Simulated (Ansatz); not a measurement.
`C[O][Ga]([SH])[Cl]` → `[SH][GaH][Cl]` + `C=O`  (β-hydride elimination)

Program: Ansatz. Geometries: PBE0-D4/def2-TZVP. ΔE: electronic, gas phase. CCSD(T)/CBS adds triple-zeta CCSD(T) − MP2 to the extrapolated MP2 energy (def2 sets, frozen cores). This one scheme is used for every species. DFT in def2-TZVPP. B3LYP here is the variant with VWN-RPA as its local correlation; programs differ in this. For Ga outer-core shells are correlated without core-valence functions, which leaves a few kJ/mol of doubt a bond. Scalar relativity is left out up to krypton. One conformer a species, not always the lowest.

(1) Is it downhill or uphill in electronic energy at CCSD(T)/CBS, and by how much? (An estimate is asked.)

(2) What do these levels give: r2SCAN0-D4, CAM-B3LYP-D4, B2PLYP, PBE-QIDH, B3LYP, SCS-MP2/def2-TZVPP? (Best estimate.)

(3) What do rigid-rotor, harmonic-oscillator terms from PBE0-D4/def2-TZVP frequencies (298.15 K, 1 bar) make of the CCSD(T)/CBS value? (An estimate is asked.)

Largest T1 diagnostic among the species: 0.015.

Results:

(1) The calculation gave: Uphill: ΔE = +160.2 kJ/mol.

(2) Ansatz gave: r2SCAN0-D4 170.0, CAM-B3LYP-D4 159.8, B2PLYP 149.4, PBE-QIDH 169.8, B3LYP 137.3, SCS-MP2/def2-TZVPP 156.0 kJ/mol.

(3) The calculation gave: ΔZPE = -21.8 kJ/mol, ΔH = +139.9 kJ/mol, ΔS = 143 J/(mol·K), ΔG = +97.3 kJ/mol.

From PBE to PBE0 (25 % exact exchange), in def2-TZVPP and without D4, ΔE moves by +11.2 kJ/mol. The D4 term adds +13.0 kJ/mol with B3LYP and +7.3 kJ/mol with PBE0; it sums over pairs of atoms, weighted by their polarisabilities, and B3LYP, whose exchange is more repulsive, gets the larger term. At CCSD(T), def2-SVP lies −12.7 kJ/mol from the extrapolated value and def2-TZVPP −2.9 kJ/mol.
